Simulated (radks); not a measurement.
Values are calculated unless marked as measured or tabulated.
All-electron atom: Gd3+ in [Xe] 4f7. Level of theory: scalar-relativistic Kohn-Sham, BLYP, spin-polarised, spherical densities, finite nucleus; open shells are filled with parallel spins first (spin-orbit coupling, left out, can overturn this in heavy ions); Fermi nuclear charge, rms radius 5.1569 fm (a radial shooting solver on a logarithmic mesh with Libxc functionals).

Normalised radial functions P(r) = r R(r), r in bohr:

r            5s up    5p up
0.0007863   0.0364   0.0007
0.0009009   0.0407   0.0008
0.00104     0.0457   0.0011
0.001192    0.0510   0.0013
0.001377    0.0572   0.0017
0.001577    0.0636   0.0022
0.001807    0.0706   0.0027
0.002087    0.0785   0.0035
0.002391    0.0866   0.0044
0.002739    0.0952   0.0056
0.003163    0.1048   0.0071
0.003624    0.1141   0.0090
0.004185    0.1242   0.0114
0.004795    0.1336   0.0143
0.005494    0.1426   0.0180
0.006345    0.1512   0.0228
0.007269    0.1580   0.0284
0.008328    0.1627   0.0353
0.009618    0.1647   0.0442
0.01102     0.1628   0.0544
0.01273     0.1558   0.0673
0.01458     0.1432   0.0816
0.0167      0.1241   0.0981
0.01929     0.0956   0.1179
0.0221      0.0606   0.1383
0.02552     0.0151   0.1611
0.02924    -0.0349   0.1826
0.0335     -0.0893   0.2023
0.03869    -0.1480   0.2187
0.04433    -0.1989   0.2269
0.05079    -0.2389   0.2246
0.05865    -0.2610   0.2066
0.0672     -0.2548   0.1717
0.0776     -0.2131   0.1135
0.08891    -0.1380   0.0392
0.1019     -0.0319  -0.0499
0.1176      0.1020  -0.1510
0.1348      0.2290  -0.2393
0.1544      0.3305  -0.3038
0.1783      0.3803  -0.3272
0.2043      0.3496  -0.2922
0.2359      0.2253  -0.1888
0.2703      0.0342  -0.0365
0.3097     -0.1930   0.1454
0.3577     -0.4136   0.3303
0.4098     -0.5421   0.4539
0.4732     -0.5414   0.4887
0.5422     -0.3934   0.4095
0.6212     -0.1229   0.2255
0.7174      0.2385  -0.0517
0.8219      0.5780  -0.3437
0.9416      0.8487  -0.6136
1.087       1.0105  -0.8270
1.246       1.0305  -0.9317
1.439       0.9291  -0.9328
1.648       0.7573  -0.8449
1.889       0.5580  -0.6992
2.181       0.3609  -0.5190
2.499       0.2138  -0.3563
2.863       0.1126  -0.2217
3.306       0.0495  -0.1191
3.788       0.0195  -0.0581
4.375       0.0060  -0.0231
5.012       0.0016  -0.0082

5s up: eigenvalue -75.623 eV, 4 radial nodes at r = 0.0266, 0.106, 0.276, 0.654 bohr, <r> = 1.32 bohr, 90 % of the charge inside 1.89 bohr. 5p up: eigenvalue -52.508 eV, 3 radial nodes at r = 0.0946, 0.278, 0.700 bohr, <r> = 1.52 bohr, 90 % of the charge inside 2.21 bohr.
